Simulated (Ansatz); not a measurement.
A ladder of methods for InCl (SMILES [Cl][In])

The species is InCl (2 atoms), meant as a singlet with charge 0. SMILES: `[Cl][In]`. The shape comes from GFN2-xTB, which is rough for such elements, and wasn't checked as a minimum.

```xyz
2

Cl    0.0000    0.0000    0.0000
In    0.0000    0.0000    2.3857
```

Each level gives the energy change with the Cl1–In2 bond stretched from 2.386 to 6.034 Å (eV). The values are calculated.

```tsv
level	kind	program	value (eV)	less FCI/STO-3G
BHLYP/STO-3G (restricted)	global hybrid	Ansatz	5.87	+0.08
PBE0/STO-3G (restricted)	global hybrid	Ansatz	5.56	-0.23
CAM-B3LYP/STO-3G (restricted)	range-separated hybrid	Ansatz	6.00	+0.21
HSE06/STO-3G (restricted)	range-separated hybrid	Ansatz	5.48	-0.31
wB97M-V/STO-3G (restricted)	range-separated hybrid	Ansatz	6.23	+0.44
MP2/STO-3G (restricted)	perturbation theory	Ansatz	6.04	+0.25
BCCD(T)/STO-3G (restricted)	coupled cluster or CI	Ansatz	5.78	-0.01
CCSD(T)/STO-3G (restricted)	coupled cluster or CI	Ansatz	6.06	+0.27
FCI/STO-3G	exact in the basis	Ansatz	5.79	0.00
```

FCI/STO-3G is exact within its basis and frozen core, so for wave-function methods in that basis the difference is their error; functionals converge differently with the basis, so for them it is only a difference. All-electron rows without a relativistic Hamiltonian named are non-relativistic. The first shape isn't each level's own minimum. The values span 5.48 to 6.23 eV. All rows use very small basis sets, so none should be taken for the real molecule's value. In the correlated wave-function rows the outer d shell of In is correlated, in sets not made for it.
